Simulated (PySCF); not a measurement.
PySCF input file for octafluoropropane (C₃F₈), SMILES FC(F)(F)C(F)(F)C(F)(F)F, C-PCM-PBE0/def2-SVP. The structure is a stationary point at PBE0-D3(BJ)/def2-SVP.

```python
import numpy as np
from pyscf import gto, scf, dft
from pyscf.solvent import pcm

mol = gto.M(
    atom='''
    F     1.36765594    1.07852401    0.99969149
    C     1.30608158    0.00000000    0.23418437
    F     1.36765594   -1.07852401    0.99969149
    F     2.33668638    0.00000000   -0.59514985
    C     0.00000000   -0.00000000   -0.59142570
    F    -0.00000000   -1.09096607   -1.36321414
    F    -0.00000001    1.09096607   -1.36321414
    C    -1.30608158    0.00000000    0.23418438
    F    -1.36765594    1.07852401    0.99969149
    F    -2.33668638    0.00000000   -0.59514984
    F    -1.36765593   -1.07852402    0.99969148
    ''',
    basis='def2-SVP',
    charge=0,
    spin=0,
    max_memory=1600,
    verbose=3,
)
mf = dft.RKS(mol, xc='pbe0').density_fit(auxbasis='def2-universal-jkfit')
mf.grids.level = 3
mf.conv_tol = 1e-9
mf.max_cycle = 100
mf.kernel()
res = {}
for name, eps in {'water': 78.355, 'N,N-dimethylformamide': 37.219, 'ethylethanoate': 5.9867}.items():
    s = mf.PCM()
    s.with_solvent.method, s.with_solvent.eps, s.with_solvent.lebedev_order = 'C-PCM', eps, 17
    s.kernel(mf.make_rdm1())
    res[name] = (s.e_tot, eps, s.dip_moment(), s.mo_energy, s.converged)
    print(f'{name}: electrostatic solvation free energy {(s.e_tot - mf.e_tot) * 627.509474:.3f} kcal/mol')
```

It prints:

```
converged SCF energy = -911.497902380814

WARN: PCM is an experimental feature. It is still in testing.
Features and APIs may be changed in the future.

converged SCF energy = -911.499152115146
Dipole moment(X, Y, Z, Debye): -0.00000,  0.00000,  0.12092
water: electrostatic solvation free energy -0.784 kcal/mol

WARN: PCM is an experimental feature. It is still in testing.
Features and APIs may be changed in the future.

converged SCF energy = -911.499133925955
Dipole moment(X, Y, Z, Debye): -0.00000,  0.00000,  0.12066
N,N-dimethylformamide: electrostatic solvation free energy -0.773 kcal/mol

WARN: PCM is an experimental feature. It is still in testing.
Features and APIs may be changed in the future.

converged SCF energy = -911.498953714186
Dipole moment(X, Y, Z, Debye): -0.00000,  0.00000,  0.11816
ethylethanoate: electrostatic solvation free energy -0.660 kcal/mol
```

The run converged.

Cost: about 120 core-seconds (a rough figure).
